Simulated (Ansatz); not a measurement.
The same ligand exchange along the group B, Ga, In.

Isolated molecules relaxed with PBE0-D4/def2-TZVP in Ansatz; ΔE leaves out vibrations. CCSD(T)/CBS is the MP2 limit (def2-TZVPP, def2-QZVPP) plus CCSD(T) − MP2 in def2-TZVPP, frozen cores. This one scheme is used for every species. Functionals use def2-TZVPP. Elements past krypton have def2 core potentials. For Ga, In outer-core shells are correlated without core-valence functions, which leaves a few kJ/mol of doubt a bond. Scalar relativity is left out up to krypton. One conformer a species, not always the lowest.

```csv
reaction,r2SCAN-D4 (kJ/mol),B97M-V (kJ/mol),CCSD(T)/CBS(def2) (kJ/mol)
`NB(Cl)O[SiH3]` + HCl → `NB(Cl)Cl` + `O[SiH3]`,32,35,35
`[NH2][Ga]([Cl])[O][SiH3]` + HCl → `[NH2][Ga]([Cl])[Cl]` + `O[SiH3]`,-46,-46,-41
`[NH2][In]([Cl])[O][SiH3]` + HCl → `[NH2][In]([Cl])[Cl]` + `O[SiH3]`,-74,-73,-66
```

Largest T1 diagnostic: 0.014, for `[NH2][In]([Cl])[O][SiH3]`.
